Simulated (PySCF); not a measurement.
Isomers of C6H13As, mass 160.023 u with the commonest isotopes. The calculation used PBE0-D3(BJ)/def2-SVP geometry optimisation, gas phase in PySCF. One conformer each, none proved a minimum here; rigid rotors.

Question: Order these by out-of-plane moment Σ m c² = (Ia + Ib − Ic)/2, smallest first.
A. `[CH3:1][CH2:2][CH2:3]/[CH:4]=[CH:5]\[CH2:6][AsH2:7]` with C1–C2–C3–C4 178°, C2–C3–C4–C5 111°, C4–C5–C6–As7 -87°, C5–C6–As7–H -157° and -65°
B. `[CH2:1]=[CH:2][CH2:3][C@@H:4]([AsH2:5])[CH2:6][CH3:7]` with C1–C2–C3–C4 115°, C2–C3–C4–As5 62°, C3–C4–As5–H 80° and 172°, C3–C4–C6–C7 65°
C. `[AsH2:1][CH2:2][CH:3]1[CH2:4][CH2:5][CH2:6][CH2:7]1` with H–As1–C2–C3 -91° and 177°, As1–C2–C3–C4 63°, C2–C3–C4–C5 -148°, C3–C4–C5–C6 39°, C4–C5–C6–C7 -42°, C5–C6–C7–C3 28°
D. `[CH2:1]=[CH:2][CH2:3][CH2:4][As:5]([CH3:6])[CH3:7]` with C1–C2–C3–C4 -112°, C2–C3–C4–As5 -60°, C3–C4–As5–C6 95°
E. `[CH3:1][CH2:2][CH2:3]/[CH:4]=[CH:5]/[CH2:6][AsH2:7]` with C1–C2–C3–C4 179°, C2–C3–C4–C5 118°, C4–C5–C6–As7 110°, C5–C6–As7–H -77° and -170°
F. `[CH3:1]/[CH:2]=[CH:3]/[CH2:4][As:5]([CH3:6])[CH3:7]` with C2–C3–C4–As5 -107°, C3–C4–As5–C6 73°

Answer: B (18.94 u·Å²), E (19.30 u·Å²), A (29.49 u·Å²), D (39.73 u·Å²), F (43.19 u·Å²), C (67.32 u·Å²).

Question: Order these by dipole moment, smallest first.
A. `[CH2:1]=[CH:2][CH2:3][CH2:4][As:5]([CH3:6])[CH3:7]` with C1–C2–C3–C4 -112°, C2–C3–C4–As5 -60°, C3–C4–As5–C6 95°
B. `[CH3:1][CH2:2][CH2:3]/[CH:4]=[CH:5]\[CH2:6][AsH2:7]` with C1–C2–C3–C4 178°, C2–C3–C4–C5 111°, C4–C5–C6–As7 -87°, C5–C6–As7–H -157° and -65°
C. `[CH2:1]=[CH:2][CH2:3][C@@H:4]([AsH2:5])[CH2:6][CH3:7]` with C1–C2–C3–C4 115°, C2–C3–C4–As5 62°, C3–C4–As5–H 80° and 172°, C3–C4–C6–C7 65°

Answer: B (0.63 D), A (1.05 D), C (1.21 D).

Question: Order these by rotational constant B, smallest first.
A. `[CH2:1]=[CH:2][CH2:3][CH2:4][As:5]([CH3:6])[CH3:7]` with C1–C2–C3–C4 -112°, C2–C3–C4–As5 -60°, C3–C4–As5–C6 95°
B. `[CH3:1][CH2:2][CH2:3]/[CH:4]=[CH:5]\[CH2:6][AsH2:7]` with C1–C2–C3–C4 178°, C2–C3–C4–C5 111°, C4–C5–C6–As7 -87°, C5–C6–As7–H -157° and -65°
C. `[CH3:1][CH2:2][CH2:3]/[CH:4]=[CH:5]/[CH2:6][AsH2:7]` with C1–C2–C3–C4 179°, C2–C3–C4–C5 118°, C4–C5–C6–As7 110°, C5–C6–As7–H -77° and -170°
D. `[CH3:1]/[CH:2]=[CH:3]/[CH2:4][As:5]([CH3:6])[CH3:7]` with C2–C3–C4–As5 -107°, C3–C4–As5–C6 73°
E. `[AsH2:1][CH2:2][CH:3]1[CH2:4][CH2:5][CH2:6][CH2:7]1` with H–As1–C2–C3 -91° and 177°, As1–C2–C3–C4 63°, C2–C3–C4–C5 -148°, C3–C4–C5–C6 39°, C4–C5–C6–C7 -42°, C5–C6–C7–C3 28°
F. `[CH2:1]=[CH:2][CH2:3][C@@H:4]([AsH2:5])[CH2:6][CH3:7]` with C1–C2–C3–C4 115°, C2–C3–C4–As5 62°, C3–C4–As5–H 80° and 172°, C3–C4–C6–C7 65°

Answer: C (478.8 MHz), B (799.7 MHz), D (823.5 MHz), E (946.1 MHz), A (971.8 MHz), F (1262 MHz).

```csv
SMILES,point group,Ia (u·Å²),Ib (u·Å²),Ic (u·Å²),κ,μa (D),μb (D),μc (D)
C=CCC[As](C)C,C1,143.47,520.02,584.04,-0.92,0.19,0.16,1.02
[AsH2]CC1CCCC1,C1,149.55,534.19,549.10,-0.98,0.56,0.96,0.10
CCC/C=C/C[AsH2],C1,112.56,1055.41,1129.36,-0.98,0.59,0.56,0.50
C=CC[C@@H]([AsH2])CC,C1,318.34,400.41,680.88,0.23,0.51,1.09,0.05
C/C=C/C[As](C)C,C1,127.50,613.72,654.84,-0.97,0.18,0.15,0.98
CCC/C=C\C[AsH2],C1,202.54,631.96,775.52,-0.84,0.08,0.53,0.33
```
